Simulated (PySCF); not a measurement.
BHandHLYP single point of singlet SiI₃⁺ at its PBE0 minimum.

Input, equivalent to the run apart from its starting density:

```python
from pyscf import gto, scf, dft
mol = gto.M(atom='''
Si    -0.000000    -0.000000     0.000000
I      2.348938    -0.000012     0.000000
I     -1.174459     2.034246     0.000000
I     -1.174479    -2.034234    -0.000000''',
    basis={'Si': 'def2-SVP', 'I': 'def2-SVP'},
    ecp={'I': 'def2-SVP'},
    charge=1, spin=0)
mf = dft.RKS(mol, xc='BHANDHLYP')
mf.grids.atom_grid = (75, 302)
aux = {'Si': 'def2-universal-JKFIT', 'I': 'def2-universal-JKFIT'}
mf = mf.density_fit(auxbasis=aux)
mf.conv_tol = 1e-08
mf.diis_space = 10
mf.max_cycle = 60
mf.verbose = 4
mf.kernel()
```

Excerpt of the output:

```
init E= -1182.15784946516
  HOMO = -0.49375764987312  LUMO = -0.261814101594058  gap/eV = 6.31151
cycle= 1 E= -1182.15963183806  delta_E= -0.00178  |g|= 0.0441  |ddm|= 0.189
  HOMO = -0.496189772338871  LUMO = -0.273923160501657  gap/eV = 6.04818
cycle= 2 E= -1182.15915293856  delta_E= 0.000479  |g|= 0.0562  |ddm|= 0.135
  HOMO = -0.495696577230881  LUMO = -0.267311893366859  gap/eV = 6.21466
cycle= 3 E= -1182.1602771404  delta_E= -0.00112  |g|= 0.00392  |ddm|= 0.0795
  HOMO = -0.495923689569932  LUMO = -0.267686596657893  gap/eV = 6.21065
cycle= 4 E= -1182.16028401218  delta_E= -6.87e-06  |g|= 0.000724  |ddm|= 0.00687
  HOMO = -0.495839626413971  LUMO = -0.2676122264137  gap/eV = 6.21038
cycle= 5 E= -1182.1602843201  delta_E= -3.08e-07  |g|= 0.000148  |ddm|= 0.00221
  HOMO = -0.495860772887549  LUMO = -0.267629080784519  gap/eV = 6.21050
cycle= 6 E= -1182.16028433366  delta_E= -1.36e-08  |g|= 1.93e-05  |ddm|= 0.000424
  HOMO = -0.495857084163433  LUMO = -0.26762588084065  gap/eV = 6.21049
cycle= 7 E= -1182.16028433406  delta_E= -4.03e-10  |g|= 1.22e-06  |ddm|= 8.4e-05
  HOMO = -0.495857232523124  LUMO = -0.267626059540278  gap/eV = 6.21049
Extra cycle  E= -1182.16028433407  delta_E= -5.91e-12  |g|= 4.63e-07  |ddm|= 5.16e-06
converged SCF energy = -1182.16028433407
```

This run, together with those of the ionised and electron-attached species (not shown), took 8.2 s on 2 threads of a shared Arm Neoverse V2 host, with 96 basis functions; the process peaked at 1 GiB.
